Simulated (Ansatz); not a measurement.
CdMeF (CH3CdF). Charge 0, multiplicity 1. Geometry relaxed at PBE0-D4/def2-TZVP.

```
atom    x (Å)    y (Å)    z (Å)
 Cd1   0.9264  -0.8068   0.2013
  C2  -0.6213   0.5404  -0.1350
  H3  -1.5770   0.0177  -0.1027
  H4  -0.4971   1.0039  -1.1135
  H5  -0.6069   1.3127   0.6337
  F6   2.3759  -2.0680   0.5161
```

In the def2 sets Cd takes a core potential; there is no spin–orbit coupling.

(1) Estimate the harmonic wavenumbers at RKS PBE0-D4/def2-TZVP (Ansatz, unscaled). Is this a minimum?

Results:

(1) 134, 134, 498, 596, 735, 736, 1192, 1452, 1452, 3071, 3169, 3169 cm⁻¹. Yes, no mode is imaginary beyond noise. Zero-point energy 97.7 kJ/mol. Hardware: 4 threads of Arm Neoverse V1 on a shared host. Wall time 30 s.
